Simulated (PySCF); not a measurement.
**Orbital picture of CaP**

PBE0 at R = 2.763 Å; Ca def2-SVPD, P def2-SVPD; no relativity (PySCF 2.14). State: ⁴Σ⁻ (quartet), unpaired electrons σ ↑, π ↑↑. Only the outer orbitals are listed, counted within each symmetry.

| spin | orbital | occ. | ε (eV) | on Ca (%) | main shells (%) |
| --- | --- | --- | --- | --- | --- |
| α | 3π | 1 | -30.45 | 100 | 100 Ca p |
| α | 3π | 1 | -30.45 | 100 | 100 Ca p |
| α | 8σ | 1 | -30.29 | 100 | 100 Ca p |
| α | 9σ | 1 | -15.20 | 3 | 97 P s |
| α | 4π | 1 | -6.44 | 9 | 91 P p |
| α | 4π | 1 | -6.44 | 9 | 91 P p |
| α | 10σ | 1 | -6.29 | 25 | 73 P p, 20 Ca s |
| α | 11σ | 1 | -4.23 | 89 | 64 Ca s, 20 Ca p, 9 P p |
| α | 5π | 0 | -1.31 | 99 | 78 Ca p, 22 Ca d |
| α | 5π | 0 | -1.31 | 99 | 78 Ca p, 22 Ca d |
| α | 12σ | 0 | -1.04 | 105 | 53 Ca p, 49 Ca d |
| β | 3π | 1 | -30.34 | 100 | 100 Ca p |
| β | 3π | 1 | -30.34 | 100 | 100 Ca p |
| β | 8σ | 1 | -30.10 | 100 | 100 Ca p |
| β | 9σ | 1 | -12.77 | 5 | 95 P s |
| β | 10σ | 1 | -5.39 | 30 | 68 P p, 23 Ca s |
| β | 4π | 0 | -2.43 | 31 | 69 P p, 17 Ca d, 14 Ca p |
| β | 4π | 0 | -2.43 | 31 | 69 P p, 17 Ca d, 14 Ca p |
| β | 11σ | 0 | -2.18 | 89 | 67 Ca s, 15 Ca p, 8 P p |

Task: Which are the highest filled and the lowest empty level, where do they sit, and how wide is the gap?

Result: Highest filled α 11σ at -4.23 eV (in %: 64 Ca s, 20 Ca p, 9 P p); lowest empty β 4π at -2.43 eV (in %: 69 P p, 17 Ca d, 14 Ca p); the gap at PBE0 is 1.80 eV.

* bond order (Mayer): 1.09
* ⟨S²⟩: 3.756
* charge on Ca (Mulliken, basis-dependent): 0.33
* charge on Ca (Löwdin, basis-dependent): 0.20
* dipole moment (positive dipole means Ca(−)P(+)): -3.46 D
* polarisability along the bond: 176.3 bohr³
* polarisability across the bond: 169.8 bohr³

Shares are Mulliken populations and can fall outside 0 to 100 %.

The state was picked by a PBE0 search and need not be the measured ground state.
